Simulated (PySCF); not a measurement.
**[BiCl4]− at several levels of theory**

Computed with PySCF 2.14.0 (density fitting, no spin-orbit coupling) at the geometry relaxed with r2SCAN:

```xyz
5
[BiCl4]− (singlet)
Bi    0.0049    0.2339    0.0000
Cl   -0.0267   -1.2861    2.1349
Cl   -0.0267   -1.2861   -2.1349
Cl    2.1429    1.7392    0.0000
Cl   -2.0688    1.8268    0.0000
```

```
 level                                  basis    state  HOMO (eV)  gap (eV)  charge on Bi1 (e)  dipole about the centre of mass (D)  largest force component (eV/Å)
r2SCAN    Bi def2-SVP with ECP60, Cl def2-SVP  singlet      -2.32      4.14               0.96                                 0.02                            0.02
 wB97X                               the same  singlet      -5.00      9.11               1.05                                 0.02                            0.10
 TPSSh                               the same  singlet      -2.53      4.56               0.95                                 0.02                            0.04
  BLYP                               the same  singlet      -1.67      3.76               0.80                                 0.02                            0.33
r2SCAN  Bi def2-TZVP with ECP60, Cl def2-TZVP  singlet      -2.80      4.19               1.13                                 0.01                            0.13
r2SCAN           Bi x2c-SVPall, Cl x2c-SVPall  singlet      -2.30      4.11               0.96                                 0.02                            0.05
```

Charges are Mulliken's, which hang on the basis. The relaxation used the grid (50, 194), these runs (75, 302) or, all-electron (x2c bases, spin-free X2C Hamiltonian), (99, 590).

(1) What does TPSS with Bi def2-SVP with ECP60, Cl def2-SVP give here?

No frequency check is given that shows the relaxed geometry to be a minimum.

Answers

(1) state singlet, HOMO (eV) -2.11, gap (eV) 3.94, charge on Bi1 (e) 0.90, dipole about the centre of mass (D) 0.02, largest force component (eV/Å) 0.11. Time: 4.8 s on 2 threads of Arm Neoverse V1, with other jobs on the host, from an already converged density.
